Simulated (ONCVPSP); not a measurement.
# Transferability test, ONCV potential for Ni

| Quantity | Value |
| --- | --- |
| Element | Ni (Z = 28) |
| Generator | ONCVPSP 4.0.1 |
| Type | optimised norm-conserving Vanderbilt (ONCV) |
| Functional | LDA (Perdew-Zunger) |
| Relativity | scalar-relativistic |
| Frozen core | [Ne] |
| Valence charge | 18 |
| Reference configuration | 3s2 3p6 3d8 4s2 |
| Partial waves | 3s+4s: rc 1.00 bohr, ncon 3, nbas 8, qcut 9 1/bohr, 2 projectors; 3p: rc 0.90 bohr, ncon 4, nbas 9, qcut 18.8 1/bohr, 2 projectors, debl 1.5 Ha; 3d: rc 1.15 bohr, ncon 5, nbas 9, qcut 10.8 1/bohr, 2 projectors, debl 3.5 Ha |
| Local potential | polynomial inside 0.70 bohr (lpopt 3, dvloc0 -1 Ha) |
| Core correction | Teter function, fcfact 2.5, rcfact 1 |

In the p channel the program set the typed energies aside and used -2.619, 0.250 Ha.

Energies are relative to the spin-unpolarised reference configuration 3s2 3p6 3d8 4s2; without spin polarisation the order of configurations can differ from experiment.

```
valence configuration  charge  ΔE all-electron (eV)  error AE − PS (meV)
      3s2 3p6 3d7 4s0      +3                65.058                 -1.9
      3s2 3p6 3d9 4s0      +1                 6.562                  +13
```

(1) What are ΔE and the potential's error for 3s2 3p6 3d8 4s1?

(2) What are ΔE and the potential's error for 3s2 3p6 3d8 4s0?

Levels in the configuration 3s2 3p6 3d8 4s0:

```
level  all-electron (eV)  pseudo (eV)
   3s           -130.274     -130.270
   3p            -91.051      -91.044
   3d            -28.707      -28.720
```

## Answers

(1) ΔE = 9.601 eV all-electron; the error (AE − PS) is +0.1 meV.

(2) ΔE = 27.260 eV all-electron; the error (AE − PS) is +2.1 meV.
